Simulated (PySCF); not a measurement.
C6H9O (charge +1).
SMILES: `COC1=C[CH+]CC1`

The closed-shell SCF was solved with PySCF and density fitting under several settings on one GFN2-xTB geometry (grid level 2 and gas phase unless stated).

| settings | basis functions | SCF cycles | E (Eh) | HOMO (eV) | LUMO (eV) |
| --- | --- | --- | --- | --- | --- |
| B97-D/cc-pVDZ, IEF-PCM chloroform | 143 | 15 | -308.8573 | -8.63 | -4.66 |
| BHandHLYP/6-31++G**, start guess atom | 180 | 11 | -308.8330 | -14.36 | -6.35 |
| CAM-B3LYP/cc-pVDZ, grid level 1, energy threshold 1e-11 Eh | 143 | 13 | -308.8467 | -14.59 | -6.24 |

Q: Estimate the row for these settings: BLYP/aug-cc-pVDZ, fitting basis def2-universal-jkfit, energy threshold 1e-08 Eh.

A: 
| settings | basis functions | SCF cycles | E (Eh) | HOMO (eV) | LUMO (eV) |
| --- | --- | --- | --- | --- | --- |
| BLYP/aug-cc-pVDZ, fitting basis def2-universal-jkfit, energy threshold 1e-08 Eh | 242 | 10 | -308.8950 | -12.09 | -8.19 |

Q: Over all rows, what range does the HOMO–LUMO gap span?

A: From 3.90 eV (BLYP/aug-cc-pVDZ, fitting basis def2-universal-jkfit, energy threshold 1e-08 Eh) to 8.35 eV (CAM-B3LYP/cc-pVDZ, grid level 1, energy threshold 1e-11 Eh). The functional of the narrowest has no exact exchange, that of the widest range-separated exact exchange.

Whole jobs, the steps after the SCF included, on Arm Neoverse N1, one thread, no GPU (shared host):

```json
{"settings": "B97-D/cc-pVDZ, IEF-PCM chloroform", "work after the SCF": "spin–spin couplings from 15 perturbed nuclei, spin–dipole term left out", "wall time": "25 s", "peak memory": "0.58 GiB"}
{"settings": "BHandHLYP/6-31++G**, start guess atom", "work after the SCF": "shieldings, ring-centre shieldings, charges and field gradients, density and orbital grids written", "wall time": "53 s", "peak memory": "0.78 GiB"}
{"settings": "CAM-B3LYP/cc-pVDZ, grid level 1, energy threshold 1e-11 Eh", "work after the SCF": "12 singlets by TDA, 2 Tamm–Dancoff triplets, polarisability, density and orbital grids written", "wall time": "38 s", "peak memory": "0.81 GiB"}
{"settings": "BLYP/aug-cc-pVDZ, fitting basis def2-universal-jkfit, energy threshold 1e-08 Eh", "work after the SCF": "3 singlets by full TDDFT, polarisability", "wall time": "68 s", "peak memory": "0.67 GiB"}
```

B97-D ran without the empirical dispersion term, which would shift the total energy alone. Cycle counts include a coarse-grid stage where the run had one. All basis functions are spherical, in the Pople sets too. The species at its GFN2-xTB geometry (one conformer only).

The values belong to the conformer `[CH3:1][O:2][C:3]1=[CH:4][CH+:5][CH2:6][CH2:7]1`: C1–O2–C3–C4 0°.
